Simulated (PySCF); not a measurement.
C₇H₁₁NSi₂.
Atom-mapped SMILES: `[CH3:1][C:2]1=[CH:3][Si@H:4]([C:5]#[N:6])[CH:7]=[CH:8][CH2:9][SiH2:10]1`

NICS is the negative of the GIAO shielding at a point without a nucleus: at the ring centre (0) and 1 Å above and below it (1); zz is the component along the ring normal. Level: GIAO PBE0/pcSseg-1 (PySCF, non-relativistic, gas phase) on the GFN2-xTB geometry, one conformer.

Ring bond lengths (Å), with Mayer bond orders in brackets: C2–C3 1.336 (1.91), C3–Si4 1.882 (0.89), Si4–C7 1.875 (0.91), C7–C8 1.330 (1.91), C8–C9 1.485 (1.05), C9–Si10 1.910 (0.88), Si10–C2 1.892 (0.85).

Give the NICS values of each ring in ppm.

```tsv
ring	type	NICS(0)	NICS(1), two faces	NICS(1)zz, two faces	rms pucker (Å)	centre to ring atoms, mean (Å)
C2–C3–Si4–C7–C8–C9–Si10	7-membered ring with 2 Si; formal bonds 2 double, 5 single	-0.3	-1.9 / -1.3	3.5 / 5.7	0.36	1.84
```

What can be read from them?

- C2–C3–Si4–C7–C8–C9–Si10: mean NICS(1)zz 4.6 ppm, deshielded. Si4, C9, Si10 have four or more neighbours; no verdict on aromaticity is drawn.
